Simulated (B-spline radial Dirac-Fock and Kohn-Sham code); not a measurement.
**K-shell conversion coefficients of Pm against transition energy**

The computed values come from a radial finite-basis atomic code: a Dirac-Hartree-Slater potential of the neutral atom with a Latter tail (no hole, which puts coefficients of high multipoles low close above an edge), finite nucleus with surface currents. Subshells within 1 keV of threshold and pair formation are left out.

| energy (keV) | E1 | E2 | E4 | E5 | M1 | M3 |
| --- | --- | --- | --- | --- | --- | --- |
| 46.5 | 1.69 | 3.92 | 0.427 | 0.0810 | 12.2 | 552 |
| 50 | 1.41 | 4.30 | 5.52 | 5.36 | 9.88 | 552 |
| 64.9 | 0.717 | 3.37 | 33.0 | 101 | 4.61 | 311 |
| 94.9 | 0.261 | 1.38 | 23.6 | 98.1 | 1.54 | 82.5 |
| 100 | 0.226 | 1.19 | 20.7 | 87.0 | 1.32 | 67.5 |
| 165 | 0.0583 | 0.268 | 4.06 | 15.9 | 0.322 | 9.40 |
| 200 | 0.0348 | 0.148 | 1.97 | 7.26 | 0.189 | 4.39 |
| 243 | 0.0208 | 0.0808 | 0.937 | 3.20 | 0.112 | 2.05 |
| 287 | 0.0136 | 0.0487 | 0.497 | 1.59 | 0.0715 | 1.09 |
| 330 | 0.00954 | 0.0322 | 0.294 | 0.887 | 0.0495 | 0.642 |
| 453 | 0.00445 | 0.0132 | 0.0940 | 0.248 | 0.0219 | 0.204 |
| 500 | 0.00355 | 0.0102 | 0.0671 | 0.170 | 0.0170 | 0.145 |
| 555 | 0.00281 | 0.00778 | 0.0475 | 0.115 | 0.0131 | 0.101 |
| 673 | 0.00186 | 0.00485 | 0.0258 | 0.0577 | 0.00814 | 0.0536 |
| 701 | 0.00171 | 0.00441 | 0.0228 | 0.0501 | 0.00736 | 0.0470 |
| 1000 | 0.000849 | 0.00201 | 0.00827 | 0.0159 | 0.00314 | 0.0157 |
| 1480 | 0.000423 | 0.000921 | 0.00306 | 0.00519 | 0.00127 | 0.00519 |
| 1810 | 0.000303 | 0.000630 | 0.00191 | 0.00307 | 0.000807 | 0.00305 |
| 2000 | 0.000258 | 0.000525 | 0.00152 | 0.00239 | 0.000647 | 0.00236 |
| 2030 | 0.000252 | 0.000511 | 0.00147 | 0.00231 | 0.000626 | 0.00227 |

Problem. How fast do they fall between 1810 and 2030 keV?

Solution. As powers of the energy: E1 E^-1.60, E2 E^-1.83, E4 E^-2.26, E5 E^-2.49, M1 E^-2.21, M3 E^-2.56. Within one type (E or M) the higher multipoles fall faster.
